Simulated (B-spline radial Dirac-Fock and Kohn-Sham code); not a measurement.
**X-ray form factors of mercury in several charge states**

These are calculated numbers from a radial B-spline solver; the model is configuration-average Dirac-Fock orbitals.

Configurations: Hg⁷⁰⁺ [He] 2s2 2p6; Hg⁷³⁺ [He] 2s2 2p3; Hg⁷⁵⁺ [He] 2s2 2p1. The first column is f₀ of Hg⁷⁰⁺, the others are differences from it.

```tsv
s (Å⁻¹)	Hg⁷⁰⁺	Δ Hg⁷³⁺	Δ Hg⁷⁵⁺
0	10.000	-3.000	-5.000
0.1	9.997	-2.999	-4.998
0.2	9.988	-2.996	-4.993
0.3	9.974	-2.990	-4.984
0.4	9.953	-2.983	-4.972
0.5	9.927	-2.973	-4.956
0.7	9.858	-2.947	-4.914
0.9	9.767	-2.914	-4.860
1.1	9.655	-2.872	-4.792
1.4	9.449	-2.796	-4.668
```
